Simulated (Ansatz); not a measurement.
Basis-set extrapolation for `C=CN(C)[SiH3]` (PBE0-D4/def2-TZVP geometry, frozen core, Ansatz 0.2.0). Multiplicity 1, RHF reference.

```
                      def2-TZVPP   def2-QZVPP
                 HF  -462.292142  -462.309718
    MP2 correlation    -0.841439    -0.896994
CCSD(T) correlation    -0.931243      not run
```

Energies in hartree. Use E(X) = E(∞) + A·exp(−7.88·√X) for Hartree–Fock and E(X) = E(∞) + B·X^(−2.97) for correlation, with X = 3 and 4, and add CCSD(T) minus MP2 of the smaller set to the MP2 limit.

Question: What is the CCSD(T) energy at the basis-set limit?

Answer: HF limit: -462.309718 + (-0.017576) × 0.13774 = -462.31214. MP2 limit: -0.896994 + (-0.055555) × 0.74074 = -0.93815. Higher-order term: -0.931243 − (-0.841439) = -0.08980. Total: -463.34009 hartree, 73.2 kcal/mol below CCSD(T)/def2-TZVPP.
